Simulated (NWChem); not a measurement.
All runs are NWChem calculations. System: CH₂Cl₃FSi, charge 0, spin multiplicity 1, at a geometry optimised with B3LYP/def2-SVP. The structure started from a generated list of species. Level: RHF/def2-SVP.

NWChem printed:

```
             Northwest Computational Chemistry Package (NWChem) 7.3.0
             --------------------------------------------------------

                                NWChem Input Module
                                -------------------

 Scaling coordinates for geometry "geometry" by  1.889725989
 (inverse scale =  0.529177249)

 Turning off AUTOSYM since
 SYMMETRY directive was detected!

                             Geometry "geometry" -> ""
                             -------------------------

 Output coordinates in angstroms (scale by  1.889725989 to convert to a.u.)

  No.       Tag          Charge          X              Y              Z
 ---- ---------------- ---------- -------------- -------------- --------------
    1 F                    9.0000     2.34072600     1.18806200     0.00000000
    2 C                    6.0000     1.86180800    -0.10776800     0.00000000
    3 Si                  14.0000    -0.02903700    -0.11451100     0.00000000
    4 Cl                  17.0000    -0.75152800     0.83391900     1.67723100
    5 Cl                  17.0000    -0.75152800     0.83391900    -1.67723100
    6 Cl                  17.0000    -0.63213600    -2.08887700     0.00000000
    7 H                    1.0000     2.23369200    -0.64257500     0.89302200
    8 H                    1.0000     2.23369200    -0.64257500    -0.89302200

 Effective nuclear repulsion energy (a.u.)     534.4730552250

            Nuclear Dipole moment (a.u.)
            ----------------------------
        X                 Y               Z
 ---------------- ---------------- ----------------
    -0.0000302356    -0.0000321253     0.0000000000

      Symmetry information
      --------------------

 Group name             Cs
 Group number              2
 Group order               2
 No. of unique centers     6

      Symmetry unique atoms

     1    2    3    4    6    7


 Summary of "ao basis" -> "" (spherical)
 ------------------------------------------------------------------------------
       Tag                 Description            Shells   Functions and Types
 ---------------- ------------------------------  ------  ---------------------
 *                          def2-svp                  on all atoms

 Summary of "ao basis" -> "ao basis" (spherical)
 ------------------------------------------------------------------------------
       Tag                 Description            Shells   Functions and Types
 ---------------- ------------------------------  ------  ---------------------
 F                          def2-svp                 6       14   3s2p1d
 C                          def2-svp                 6       14   3s2p1d
 Si                         def2-svp                 8       18   4s3p1d
 Cl                         def2-svp                 8       18   4s3p1d
 H                          def2-svp                 3        5   2s1p

                                 NWChem SCF Module
                                 -----------------

  ao basis        = "ao basis"
  functions       =   110
  atoms           =     8
  closed shells   =    41
  open shells     =     0
  charge          =   0.00
  wavefunction    = RHF
  use symmetry    = T
  symmetry adapt  = T

 Summary of "ao basis" -> "ao basis" (spherical)
 ------------------------------------------------------------------------------
       Tag                 Description            Shells   Functions and Types
 ---------------- ------------------------------  ------  ---------------------
 F                          def2-svp                 6       14   3s2p1d
 C                          def2-svp                 6       14   3s2p1d
 Si                         def2-svp                 8       18   4s3p1d
 Cl                         def2-svp                 8       18   4s3p1d
 H                          def2-svp                 3        5   2s1p

      Symmetry analysis of basis
      --------------------------

        a'         69
        a"         41

 Forming initial guess at       0.1s

      Superposition of Atomic Density Guess
      -------------------------------------

 Sum of atomic energies:       -1804.62498184

      Non-variational initial energy
[...]
      Two-electron energy =   1222.969993617721
 Nuclear repulsion energy =    534.473055224953

        Time for solution =      1.5s

       Symmetry analysis of molecular orbitals - final
       -----------------------------------------------

  Numbering of irreducible representations:

     1 a'          2 a"

  Orbital symmetries:

     1 a'          2 a'          3 a"          4 a'          5 a'
     6 a'          7 a'          8 a"          9 a'         10 a'
    11 a'         12 a"         13 a"         14 a'         15 a"
    16 a'         17 a'         18 a"         19 a'         20 a'
    21 a"         22 a'         23 a'         24 a'         25 a'
    26 a"         27 a'         28 a'         29 a"         30 a'
    31 a'         32 a"         33 a'         34 a"         35 a'
    36 a'         37 a"         38 a'         39 a"         40 a"
    41 a'         42 a'         43 a'         44 a'         45 a"
    46 a"         47 a'         48 a'         49 a'         50 a"
    51 a'

             Final eigenvalues
             -----------------

              1
    1 -104.8186
    2 -104.8146
    3 -104.8145
    4  -68.8961
    5  -26.2933
    6  -11.3368
    7  -10.5826
    8  -10.5787
    9  -10.5787
   10   -8.0570
   11   -8.0545
   12   -8.0544
   13   -8.0531
   14   -8.0531
   15   -8.0505
   16   -8.0505
   17   -8.0505
   18   -8.0505
   19   -6.2567
   20   -4.3679
   21   -4.3677
   22   -4.3658
   23   -1.5862
   24   -1.1503
   25   -1.1095
   26   -1.1067
   27   -0.9639
   28   -0.7377
   29   -0.7227
   30   -0.7104
   31   -0.6641
   32   -0.5844
   33   -0.5771
   34   -0.5488
   35   -0.5466
   36   -0.5064
   37   -0.5059
   38   -0.4825
   39   -0.4793
   40   -0.4675
   41   -0.4637
   42    0.1526
   43    0.1578
   44    0.1709
   45    0.1763
   46    0.2262
   47    0.2376
   48    0.2937
   49    0.3134
   50    0.4829
   51    0.4863

                       ROHF Final Molecular Orbital Analysis
                       -------------------------------------

 Vector   39  Occ=2.000000D+00  E=-4.793457D-01  Symmetry=a"
              MO Center= -6.5D-01,  4.1D-01,  1.3D-13, r^2= 4.6D+00
   Bfn.  Coefficient  Atom+Function         Bfn.  Coefficient  Atom+Function
  ----- ------------  ---------------      ----- ------------  ---------------
    57      0.345040  4 Cl px                75     -0.345040  5 Cl px
    59      0.254707  4 Cl pz                77      0.254707  5 Cl pz
    54      0.245453  4 Cl px                72     -0.245453  5 Cl px
    95      0.234625  6 Cl pz                56      0.182313  4 Cl pz
    74      0.182313  5 Cl pz                92      0.175087  6 Cl pz

 Vector   40  Occ=2.000000D+00  E=-4.674744D-01  Symmetry=a"
              MO Center= -7.1D-01,  5.1D-02, -8.7D-14, r^2= 4.9D+00
   Bfn.  Coefficient  Atom+Function         Bfn.  Coefficient  Atom+Function
  ----- ------------  ---------------      ----- ------------  ---------------
    95      0.354295  6 Cl pz                58      0.343741  4 Cl py
    76     -0.343741  5 Cl py                92      0.249715  6 Cl pz
    55      0.244469  4 Cl py                73     -0.244469  5 Cl py
    59     -0.225221  4 Cl pz                77     -0.225221  5 Cl pz
    56     -0.160170  4 Cl pz                74     -0.160170  5 Cl pz

 Vector   41  Occ=2.000000D+00  E=-4.636960D-01  Symmetry=a'
              MO Center=  4.3D-01,  2.1D-02,  1.1D-13, r^2= 4.6D+00
   Bfn.  Coefficient  Atom+Function         Bfn.  Coefficient  Atom+Function
  ----- ------------  ---------------      ----- ------------  ---------------
    18      0.325761  2 C  px                57      0.281814  4 Cl px
    75      0.281814  5 Cl px                93      0.247865  6 Cl px
     4      0.211561  1 F  px                17     -0.209812  2 C  s
    54      0.202608  4 Cl px                72      0.202608  5 Cl px
    36     -0.200934  3 Si px                21      0.191866  2 C  px

 Vector   42  Occ=0.000000D+00  E= 1.526299D-01  Symmetry=a'
              MO Center= -7.9D-02,  2.1D-01,  2.8D-13, r^2= 4.4D+00
   Bfn.  Coefficient  Atom+Function         Bfn.  Coefficient  Atom+Function
  ----- ------------  ---------------      ----- ------------  ---------------
    31      0.690288  3 Si s                 32      0.674269  3 Si s
    40      0.499042  3 Si py                59      0.491039  4 Cl pz
    77     -0.491039  5 Cl pz                39     -0.447583  3 Si px
    17     -0.445207  2 C  s                 50     -0.400179  4 Cl s
    68     -0.400179  5 Cl s                102      0.386826  7 H  s

 Vector   43  Occ=0.000000D+00  E= 1.577662D-01  Symmetry=a'
              MO Center=  8.3D-02, -2.4D-01, -2.2D-12, r^2= 4.0D+00
   Bfn.  Coefficient  Atom+Function         Bfn.  Coefficient  Atom+Function
  ----- ------------  ---------------      ----- ------------  ---------------
    40      0.877207  3 Si py                86      0.581334  6 Cl s
    94      0.583462  6 Cl py                39      0.484458  3 Si px
    31     -0.329728  3 Si s                 32     -0.320986  3 Si s
     3     -0.275746  1 F  s                 22      0.262836  2 C  py
    37      0.250121  3 Si py                58     -0.238986  4 Cl py

 Vector   44  Occ=0.000000D+00  E= 1.709402D-01  Symmetry=a'
              MO Center=  1.6D+00, -8.2D-01,  1.9D-12, r^2= 5.1D+00
   Bfn.  Coefficient  Atom+Function         Bfn.  Coefficient  Atom+Function
  ----- ------------  ---------------      ----- ------------  ---------------
    17      2.635330  2 C  s                102     -1.247960  7 H  s
   107     -1.247960  8 H  s                 32     -1.125371  3 Si s
    39     -0.777988  3 Si px                22     -0.534374  2 C  py
    40      0.417101  3 Si py                31      0.389497  3 Si s
    86      0.290919  6 Cl s                 93      0.218377  6 Cl px

 center of mass
 --------------
 x =  -0.04742598 y =   0.02341904 z =   0.00000000

 moments of inertia (a.u.)
 ------------------
        1527.337147449704        -178.627695414895           0.000000000000
        -178.627695414895        1455.163660512003           0.000000000000
           0.000000000000           0.000000000000        1565.863389155540

  Mulliken analysis of the total density
  --------------------------------------

    Atom       Charge   Shell Charges
 -----------   ------   -------------------------------------------------------
    1 F    9     9.38   1.99  1.12  0.83  3.33  2.10  0.01
    2 C    6     5.93   1.99  0.88  0.26  1.94  0.80  0.07
    3 Si  14    12.93   2.00  1.99  1.00 -0.17  5.94  1.13  0.61  0.43
    4 Cl  17    17.30   2.00  1.99  1.21  0.76  5.94  2.10  3.28  0.02
    5 Cl  17    17.30   2.00  1.99  1.21  0.76  5.94  2.10  3.28  0.02
    6 Cl  17    17.31   2.00  1.99  1.20  0.76  5.94  2.10  3.30  0.02
    7 H    1     0.93   0.75  0.15  0.03
    8 H    1     0.93   0.75  0.15  0.03

       Multipole analysis of the density wrt the origin
       ------------------------------------------------

     L   x y z        total         open         nuclear
     -   - - -        -----         ----         -------
     0   0 0 0     -0.000000      0.000000     82.000000

     1   1 0 0      0.341295      0.000000     -0.000030
     1   0 1 0     -0.669656      0.000000     -0.000032
     1   0 0 1     -0.000000      0.000000      0.000000

     2   2 0 0    -46.828869      0.000000    378.874425
     2   1 1 0     -3.547892      0.000000     79.062920
     2   1 0 1      0.000000      0.000000      0.000000
     2   0 2 0    -48.579217      0.000000    398.547637
     2   0 1 1     -0.000000      0.000000      0.000000
     2   0 0 2    -46.553831      0.000000    347.252103

 Task  times  cpu:        2.4s     wall:        2.4s

 Total times  cpu:        2.5s     wall:        2.5s
```

Q: Write an NWChem input that would produce this output.

A: One answer among several that fit: 
```
start mol
memory heap 200 mb stack 800 mb global 1000 mb
geometry units angstroms nocenter noautoz
  F      2.340726     1.188062     0.000000
  C      1.861808    -0.107768     0.000000
  Si    -0.029037    -0.114511     0.000000
  Cl    -0.751528     0.833919     1.677231
  Cl    -0.751528     0.833919    -1.677231
  Cl    -0.632136    -2.088877     0.000000
  H      2.233692    -0.642575     0.893022
  H      2.233692    -0.642575    -0.893022
  symmetry group Cs
end
basis spherical
  * library def2-svp
end
scf
  rhf
  nopen 0
  maxiter 100
  thresh 1e-7
  semidirect memsize 60000000 filesize 0
end
task scf energy
```
